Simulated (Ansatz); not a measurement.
Species: C$_{2}$H$_{9}$Si$_{2}$ (charge 0, doublet). It need not be the lowest isomer of its formula. 
Structure (B3LYP-D3(BJ)/def2-TZVP (Ansatz, an electronic-structure program) minimum search):
SMILES: [SiH3][Si](C)C
```xyz
13

C     -1.4516     1.4663     0.1755
Si    -0.4017     0.0479    -0.4972
C     -1.2895    -1.6007    -0.2507
Si     1.7655     0.0403     0.3813
H     -1.6414     1.3294     1.2447
H     -2.4175     1.5098    -0.3320
H     -0.9540     2.4276     0.0412
H     -1.4770    -1.7800     0.8126
H     -0.6972    -2.4325    -0.6341
H     -2.2529    -1.6042    -0.7647
H      1.8017    -0.1629     1.8572
H      2.5588    -1.0491    -0.2413
H      2.4329     1.3339     0.0899
```
Charge 0, spin multiplicity 2.

Property: atomisation energy (electronic, to ground-state atoms), in eV. Cores are frozen in the correlated levels unless marked. UHF or UKS for open shells. No spin-orbit coupling. No relativistic terms. The coupled-cluster limit lacks core correlation, which all-electron functionals hold. Basis-set limits of correlation are two-point, X^-3; Hartree-Fock from the larger set.

| level | program | atomisation energy (eV) |
|---|---|---|
| revPBE-D3(BJ)/def2-TZVPD | Ansatz + dftd3 | 44.90 |
| BHLYP-D3(BJ)/def2-TZVPD | Ansatz + dftd3 | 44.95 |
| CAM-B3LYP-D3(BJ)/def2-TZVPD | Ansatz + dftd3 | 45.62 |
| B2GP-PLYP/def2-TZVPD | Ansatz | 44.65 |

Q: Estimate the value at CCSD(T)/CBS(cc-pV(T+d)Z,cc-pV(Q+d)Z) as computed with Ansatz.

A: 45.48 eV
